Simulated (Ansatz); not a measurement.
Reaction (hydrogenolysis of a Ge–C bond): `C[CH2][GeH]([SiH3])[Cl]` + H₂ → `[SiH3][GeH2][Cl]` + ethane

Calculated with Ansatz (gas phase, PBE0-D4/def2-TZVP geometries, no zero-point term in ΔE). CCSD(T)/CBS adds triple-zeta CCSD(T) − MP2 to the extrapolated MP2 energy (def2 sets, frozen cores). This one scheme is used for every species. DFT in def2-TZVPP. For Ge outer-core shells are correlated without core-valence functions, which leaves a few kJ/mol of doubt a bond. Scalar relativity is left out up to krypton. One conformer a species, not always the lowest.

| level | ΔE (kJ/mol) |
| --- | --- |
| CAM-B3LYP-D4 | -35.1 |
| r2SCANh | -32.8 |
| SCS-MP2/def2-TZVPP | -25.9 |
| MP2/CBS(def2) | -15.0 |

Q: What does CCSD(T)/CBS give? (An estimate is asked.)

A: Computed: -23.6 kJ/mol. The listed levels differ from it by -11.5, -9.2, -2.3, 8.6 kJ/mol.

Largest T1 diagnostic among the species: 0.011.

From BLYP to BHLYP (50 % exact exchange), in def2-TZVPP and without D4, ΔE moves by −3.8 kJ/mol. The D4 term adds +16.7 kJ/mol with B3LYP and +9.6 kJ/mol with PBE0; it sums over pairs of atoms, weighted by their polarisabilities, and B3LYP, whose exchange is more repulsive, gets the larger term. In def2-TZVPP, CCSD(T) changes the Hartree–Fock value by +35.4 kJ/mol (the triples alone add +6.3 kJ/mol) and MP2 by +44.0 kJ/mol.

B3LYP here is the variant with VWN-RPA as its local correlation; programs differ in this.
